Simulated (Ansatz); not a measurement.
The cluster Na4O2. Charge 0, multiplicity 1. Geometry r2SCAN-D4/def2-SVP.

```xyz
6

Na   -2.709   -0.761    0.736
Na   -0.027    0.549   -1.446
Na    3.572    1.021   -0.967
Na    0.932   -0.305    1.199
O    -0.758   -0.975   -0.040
O    -1.010    0.471    0.519
```

The structure holds one bond between oxygen atoms, so isomers without such links may lie far lower. The restricted singlet is unstable towards broken spin symmetry in Hartree–Fock (as tested in another run); at PBE-D4/def2-TZVP, r2SCAN-D4/def2-TZVP, PBE0-D4/def2-TZVP, ωB97X-V/def2-TZVP this wasn't settled. Another isomer (singlet) lies 1.07 eV lower at PBE0-D4/def2-TZVP; other spin states weren't run for this one.

Problem. Estimate the orbital energies around the gap (eV) in Ansatz with PBE-D4/def2-TZVP, r2SCAN-D4/def2-TZVP, PBE0-D4/def2-TZVP, ωB97X-V/def2-TZVP.

Solution. 
```json
{"orbital": "HOMO−5", "PBE-D4/def2-TZVP": "-7.47", "r2SCAN-D4/def2-TZVP": "-7.64", "PBE0-D4/def2-TZVP": "-8.58", "ωB97X-V/def2-TZVP": "-10.97"}
{"orbital": "HOMO−4", "PBE-D4/def2-TZVP": "-6.56", "r2SCAN-D4/def2-TZVP": "-6.89", "PBE0-D4/def2-TZVP": "-8.28", "ωB97X-V/def2-TZVP": "-10.91"}
{"orbital": "HOMO−3", "PBE-D4/def2-TZVP": "-6.39", "r2SCAN-D4/def2-TZVP": "-6.74", "PBE0-D4/def2-TZVP": "-8.11", "ωB97X-V/def2-TZVP": "-10.75"}
{"orbital": "HOMO−2", "PBE-D4/def2-TZVP": "-3.44", "r2SCAN-D4/def2-TZVP": "-3.69", "PBE0-D4/def2-TZVP": "-4.98", "ωB97X-V/def2-TZVP": "-7.53"}
{"orbital": "HOMO−1", "PBE-D4/def2-TZVP": "-3.16", "r2SCAN-D4/def2-TZVP": "-3.41", "PBE0-D4/def2-TZVP": "-4.70", "ωB97X-V/def2-TZVP": "-7.26"}
{"orbital": "HOMO", "PBE-D4/def2-TZVP": "-2.55", "r2SCAN-D4/def2-TZVP": "-2.43", "PBE0-D4/def2-TZVP": "-2.91", "ωB97X-V/def2-TZVP": "-4.20"}
{"orbital": "LUMO", "PBE-D4/def2-TZVP": "-1.81", "r2SCAN-D4/def2-TZVP": "-1.21", "PBE0-D4/def2-TZVP": "-1.28", "ωB97X-V/def2-TZVP": "-0.15"}
{"orbital": "LUMO+1", "PBE-D4/def2-TZVP": "-1.20", "r2SCAN-D4/def2-TZVP": "-1.00", "PBE0-D4/def2-TZVP": "-0.73", "ωB97X-V/def2-TZVP": "0.43"}
{"orbital": "LUMO+2", "PBE-D4/def2-TZVP": "-0.92", "r2SCAN-D4/def2-TZVP": "-0.59", "PBE0-D4/def2-TZVP": "-0.40", "ωB97X-V/def2-TZVP": "0.81"}
{"orbital": "LUMO+3", "PBE-D4/def2-TZVP": "-0.57", "r2SCAN-D4/def2-TZVP": "-0.34", "PBE0-D4/def2-TZVP": "-0.04", "ωB97X-V/def2-TZVP": "1.19"}
{"orbital": "LUMO+4", "PBE-D4/def2-TZVP": "-0.20", "r2SCAN-D4/def2-TZVP": "0.17", "PBE0-D4/def2-TZVP": "0.24", "ωB97X-V/def2-TZVP": "1.28"}
{"orbital": "LUMO+5", "PBE-D4/def2-TZVP": "-0.09", "r2SCAN-D4/def2-TZVP": "0.24", "PBE0-D4/def2-TZVP": "0.38", "ωB97X-V/def2-TZVP": "1.52"}
```
